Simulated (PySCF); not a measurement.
The dipole of `CN(C)[Si@H]1CC[SiH2]O1` from its density and from atomic charges.

Coordinates (PBE0-D3(BJ)/def2-SVP, Å) and charges (e) from the PBE0/pcSseg-1 density (PySCF):

```
atom       x       y       z  Mulliken      IAO  Hirshfeld  ESP-fitted
  C1   1.858   1.227  -0.468   -0.0897  -0.2929    -0.0694     -0.2922
  N2   1.316   0.055   0.173   -0.8128  -0.5165    -0.1761     -0.0719
  C3   2.217  -0.589   1.093   -0.0828  -0.2872    -0.0667     -0.3579
 Si4  -0.056  -0.768  -0.493   +1.1383  +1.1977    +0.4314     +0.5647
  C5  -1.136  -1.509   0.867   -0.5742  -0.5597    -0.1637     -0.3586
  C6  -1.996  -0.336   1.390   -0.5641  -0.5511    -0.1607     -0.1990
 Si7  -2.400   0.753  -0.110   +0.8352  +0.9722    +0.3995     +0.5219
  O8  -1.096   0.398  -1.111   -0.7681  -0.8716    -0.3145     -0.4697
  H9   2.125   1.998   0.279   +0.1070  +0.1277    +0.0357     +0.0959
 H10   1.111   1.667  -1.146   +0.1331  +0.1533    +0.0436     +0.1200
 H11   2.772   1.010  -1.057   +0.0983  +0.1140    +0.0301     +0.0966
 H12   2.522   0.102   1.901   +0.1098  +0.1297    +0.0369     +0.1214
 H13   1.737  -1.457   1.571   +0.1092  +0.1354    +0.0436     +0.1257
 H14   3.146  -0.950   0.606   +0.1017  +0.1160    +0.0311     +0.1034
 H15   0.274  -1.722  -1.596   -0.1178  -0.1676    -0.0915     -0.1309
 H16  -0.583  -2.012   1.677   +0.1536  +0.1437    +0.0378     +0.1023
 H17  -1.776  -2.280   0.403   +0.1466  +0.1453    +0.0395     +0.1172
 H18  -1.404   0.275   2.094   +0.1527  +0.1488    +0.0395     +0.0583
 H19  -2.890  -0.677   1.937   +0.1510  +0.1477    +0.0390     +0.0746
 H20  -2.449   2.212   0.202   -0.1121  -0.1393    -0.0807     -0.1142
 H21  -3.675   0.368  -0.789   -0.1150  -0.1456    -0.0847     -0.1077
```

**Question.** Compute μ = Σ q r for each scheme (1 e·Å = 4.803 D) and compare with the dipole of the full density.

**Answer.** The full density gives (0.64, -0.57, 1.74) D, 1.94 D in size; dipole vectors point from the negative to the positive end.

```tsv
scheme	μx	μy	μz	size (D)	share of the full size (%)	angle to the full dipole (°)
Mulliken	1.11	-0.48	0.62	1.36	70	38
IAO	-0.15	-0.69	1.31	1.49	77	27
Hirshfeld	0.28	-0.28	0.85	0.93	48	2
ESP-fitted	0.64	-0.60	1.76	1.97	101	1
```

**Question.** Which set comes closest?

**Answer.** Length of the difference vector: ESP-fitted 0.04 D, IAO 0.91 D, Hirshfeld 1.01 D, Mulliken 1.22 D. Closest: ESP-fitted. 

**Question.** What is left for the Hirshfeld atoms' own dipoles?

**Answer.** The Hirshfeld atoms' densities add up to the full density, so μ = Σ q r + Σ (atomic dipoles). The atomic dipoles sum to (0.64, -0.57, 1.74) − (0.28, -0.28, 0.85) = (0.36, -0.29, 0.89) D, 1.01 D in size.

**Question.** With the origin at the mean of the coordinates, (-0.018, -0.106, 0.353) Å, which are the largest single terms, by size, of the Mulliken dipole along the direction of the full one?

**Answer.** O8 +6.71, Si7 -5.84, Si4 -3.16, C5 -1.38, H21 +1.31 D; all 21 atoms together +1.06 D. The single terms depend on the origin, their sum doesn't.

**Question.** Give the size of the full dipole in other units.

**Answer.** 1.94 D = 0.764 au = 0.404 e·Å = 6.47 × 10⁻³⁰ C·m.

Isolated species at its PBE0-D3(BJ)/def2-SVP geometry (one conformer only).

These values come from a run that also computed NMR shieldings. Hardware: one thread of an Arm Neoverse N1, shared host with 64 logical CPUs at a one-minute load of 58. Cost: 78 s, 1.0 GiB resident at most.
